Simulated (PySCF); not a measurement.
ClMg, charge +1, singlet, geometry from GFN2-xTB (such geometries of metal compounds can be far from the true shape); DF-M062X/def2-TZVPD (PySCF).

The PySCF input:
```python
from pyscf import gto, scf, dft
import numpy

mol = gto.Mole()
mol.atom = '''
    Mg   -0.00000000   -0.00000000   -1.21080290
    Cl    0.00000000    0.00000000    0.85468440
'''
mol.basis = 'def2-tzvpd'
mol.charge = 1
mol.verbose = 4
mol.cart = True
mol.build()
print('smallest overlap eigenvalue', numpy.linalg.eigvalsh(mol.intor('int1e_ovlp'))[0])

mf = dft.RKS(mol)
mf.xc = 'm062x'
mf = mf.density_fit(auxbasis='def2-universal-jkfit')
mf.kernel()
```

Q: Write the output that PySCF gives for this input, abridged.

A: 
```
PySCF version 2.14.0

[INPUT] verbose = 4
[INPUT] num. atoms = 2
[INPUT] num. electrons = 28
[INPUT] charge = 1
[INPUT] spin (= nelec alpha-beta = 2S) = 0
[INPUT] symmetry False subgroup None
[INPUT] Mole.unit = angstrom
[INPUT] Cartesian GTO integrals (6d 10f)
[INPUT] Symbol           X                Y                Z      unit          X                Y                Z       unit  Magmom
[INPUT]  1 Mg     0.000000000000   0.000000000000  -1.210802900000 AA    0.000000000000   0.000000000000  -2.288085871829 Bohr   0.0
[INPUT]  2 Cl     0.000000000000   0.000000000000   0.854684400000 AA    0.000000000000   0.000000000000   1.615119438938 Bohr   0.0

nuclear repulsion = 52.2647372499845
number of shells = 29
number of NR pGTOs = 138
number of NR cGTOs = 90
basis = def2-tzvpd
ecp = {}
smallest overlap eigenvalue 0.00010249452636145345

******** <class 'pyscf.df.df_jk.DFRKS'> ********
method = DFRKS
initial guess = minao
damping factor = 0
level_shift factor = 0
DIIS = <class 'pyscf.scf.diis.CDIIS'>
diis_start_cycle = 1
diis_space = 8
diis_damp = 0
SCF conv_tol = 1e-09
SCF conv_tol_grad = None
SCF max_cycles = 50
direct_scf = False
XC library pyscf.dft.libxc version 7.1.2
    S. Lehtola, C. Steigemann, M. J. T. Oliveira, and M. A. L. Marques,  SoftwareX 7, 1–5 (2018)
XC functionals = m062x
    Y. Zhao and D. G. Truhlar,  Theor. Chem. Acc. 120, 215 (2008)
    Y. Zhao and D. G. Truhlar,  Theor. Chem. Acc. 120, 215 (2008)
radial grids:
    Treutler-Ahlrichs [JCP 102, 346 (1995); DOI:10.1063/1.469408] (M4) radial grids

becke partition: Becke, JCP 88, 2547 (1988); DOI:10.1063/1.454033
pruning grids: <function nwchem_prune>
grids dens level: 3
symmetrized grids: False
atomic radii adjust function: <function treutler_atomic_radii_adjust>
small_rho_cutoff = 0
Set gradient conv threshold to 3.16228e-05
Initial guess from minao.
tot grids = 37464
******** <class 'pyscf.df.df.DF'> ********
auxbasis = def2-universal-jkfit
init E= -660.384083118542
  HOMO = -0.430444627681514  LUMO = -0.167169022148514  gap/eV = 7.16409
cycle= 1 E= -659.981833984672  delta_E= 0.402  |g|= 0.319  |ddm|= 1.48
  HOMO = -0.510664428941207  LUMO = -0.343371881400635  gap/eV = 4.55226
cycle= 2 E= -659.992139053222  delta_E= -0.0103  |g|= 0.309  |ddm|= 0.716
  HOMO = -0.565809970589985  LUMO = -0.324755848668907  gap/eV = 6.55942
cycle= 3 E= -660.016286831783  delta_E= -0.0241  |g|= 0.028  |ddm|= 0.348
  HOMO = -0.56136668192801  LUMO = -0.3204304646681  gap/eV = 6.55621
cycle= 4 E= -660.016403663932  delta_E= -0.000117  |g|= 0.00732  |ddm|= 0.0287
  HOMO = -0.562376408804659  LUMO = -0.320765702706687  gap/eV = 6.57456
cycle= 5 E= -660.016414541107  delta_E= -1.09e-05  |g|= 0.00162  |ddm|= 0.0127
  HOMO = -0.561876150148698  LUMO = -0.321067106631212  gap/eV = 6.55275
cycle= 6 E= -660.016415558888  delta_E= -1.02e-06  |g|= 0.00041  |ddm|= 0.00345
  HOMO = -0.561895854468228  LUMO = -0.321200149079402  gap/eV = 6.54966
cycle= 7 E= -660.016415652894  delta_E= -9.4e-08  |g|= 0.000136  |ddm|= 0.000807
  HOMO = -0.561886268744504  LUMO = -0.321220624957043  gap/eV = 6.54885
cycle= 8 E= -660.016415665048  delta_E= -1.22e-08  |g|= 2.51e-05  |ddm|= 0.000386
  HOMO = -0.561879555422343  LUMO = -0.321223276436299  gap/eV = 6.54859
cycle= 9 E= -660.016415665425  delta_E= -3.77e-10  |g|= 2.53e-06  |ddm|= 6.92e-05
  HOMO = -0.56188058154138  LUMO = -0.321223405674871  gap/eV = 6.54862
Extra cycle  E= -660.016415665423  delta_E= 1.36e-12  |g|= 1.81e-06  |ddm|= 5.57e-06
converged SCF energy = -660.016415665423
```
